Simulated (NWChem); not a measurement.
BH₃S₂O; SMILES OB(S)S

```xyz
7

B      0.3963     0.0225     0.0000
O      1.7466     0.1183     0.0000
H      2.2169    -0.7194     0.0000
S     -0.5518    -1.5394     0.0000
H      0.4970    -2.3919     0.0000
S     -0.5058     1.6009     0.0000
H     -1.7458     1.0686     0.0000
```
Atoms are numbered in this order, from 1.

Results from NWChem. Pople sets run with spherical d functions. All runs use the structure optimised with PBE0/def2-SVP.

### Question
Among these, which level gives the highest value of “dipole (D)”?
A) Hartree-Fock/STO-3G
B) Hartree-Fock/6-31+G*
C) Hartree-Fock/3-21G
D) Hartree-Fock/6-311G**

### Answer
C, Hartree-Fock/3-21G. Values: Hartree-Fock/STO-3G 2.19; Hartree-Fock/6-311G** 2.71; Hartree-Fock/6-31+G* 2.76; Hartree-Fock/3-21G 3.37
